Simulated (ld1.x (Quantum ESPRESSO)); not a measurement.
**Which change was made? (N, TM semilocal)**

N (Z = 7), norm-conserving Troullier–Martins (semilocal form), made with ld1.x (Quantum ESPRESSO) 7.5 (PW91, scalar-relativistic). Core [He], reference 2s2 2p2.5 (charge +0.5). Waves: 2s (bound): rc 0.95 bohr; 2p (bound): rc 1.85 bohr. Local part: the p channel. Core correction: Bessel-smoothed model core inside 0.70 bohr.

Cutoffs, loose and tight: the cutoffs (Ry, on a coarse ladder) from which the occupation-weighted sum of valence levels, in a spherical-Bessel basis at the reference potential, stays within 10 and 1 mRy of its value at 400 Ry. They do not see the model core or the augmentation charge, which bear on the density cutoff. Test errors are all-electron minus pseudo excitation energies from the reference, over the configurations 2s2 2p3; 2s2 2p2; 2s2 2p1; 2s1 2p3; 2s2 2p3.3; 2s2 2p0; 2s1 2p4; variants that change the core or the reference have their own tests.

The base gives: outcome: generated; cutoff, loose: 55 Ry; cutoff, tight: 140 Ry; bound ghosts: none; largest test error (meV): +1049.

Task: After one change the result is: outcome: generated; cutoff, loose: 55 Ry; cutoff, tight: 140 Ry; bound ghosts: none; largest test error (meV): +490. Which change was it?
A. wave 2p (bound): rc 1.85 bohr becomes 2p (bound): rc 2.04 bohr
B. all radii but the core radius scaled by about 0.86 (s 0.82, p 1.58 bohr)
C. reference 2s2 2p1

Result: C. The others give: wave 2p (bound): rc 1.85 bohr becomes 2p (bound): rc 2.04 bohr → outcome: generated; cutoff, loose: 55 Ry; cutoff, tight: 140 Ry; bound ghosts: none; largest test error (meV): +1471 | all radii but the core radius scaled by about 0.86 (s 0.82, p 1.58 bohr) → outcome: generated; cutoff, loose: 55 Ry; cutoff, tight: 140 Ry; bound ghosts: none; largest test error (meV): +620.
